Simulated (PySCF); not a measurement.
CH₂ClFO₂Si, SMILES O=CO[Si@@H](F)Cl. Coordinates come from a PBE-D3(BJ)/def2-SVP optimisation. The structure was generated by enumeration; whether it is a known compound was not checked. One conformer was computed; it need not be the lowest.

Computed equilibrium geometry at PBE-D3(BJ)/def2-SVP (PySCF confirms it by a frequency run) as a Z-matrix (one conformer of several):
```
O
C 1 1.3629
O 2 1.2049 1 125.03
H 2 1.1193 3 125.49 1 -179.95
Si 1 1.7014 2 123.42 4 -178.27
F 5 1.6208 1 109.83 2 -61.54
H 5 1.4818 6 109.75 1 114.65
Cl 5 2.0474 7 111.46 1 120.37
```
Charge 0, spin multiplicity 1.
